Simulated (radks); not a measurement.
Effect of the nuclear size on neutral rhodium, [Kr] 4d8 5s1. Method: Dirac Kohn-Sham, relativistic LDA (MacDonald-Vosko exchange, VWN5 correlation), spin-unpolarised, spherical densities, finite nucleus; open shells are shared between the two j in proportion to 2j + 1; Fermi nuclear charge, rms radius 4.4945 fm; computed with a radial shooting solver on a logarithmic mesh with Libxc functionals. The rms radius is varied about that value; shifts are against it.

rms radius (fm)	total energy shift (eV)	density at nucleus (e/bohr^3)	1s1/2 shift (meV)	2s1/2 shift (meV)	3p1/2 shift (meV)	4s1/2 shift (meV)	4p1/2 shift (meV)	5s1/2 shift (meV)
3.69	-0.712	1.227e+05	-299	-32.9	0.401	-1.09	0.075	-0.065
4.1979	-0.277	1.207e+05	-116	-12.8	0.156	-0.423	0.029	-0.025
4.4945	0	1.197e+05	0.000	0.000	0.000	0.000	0.000	0.000
4.89	0.395	1.184e+05	166	18.2	-0.222	0.604	-0.042	0.036
5.5013	1.06	1.167e+05	446	49.0	-0.598	1.62	-0.112	0.098

Slopes of the eigenvalues against <r^2> in GHz/fm^2, as finite differences over the two radii next to the reference (eigenvalue slopes, not the field-shift constants of lines): 1s1/2 10800, 2s1/2 1190, 3p1/2 -14.5, 4s1/2 39.5, 4p1/2 -2.72, 5s1/2 2.37.
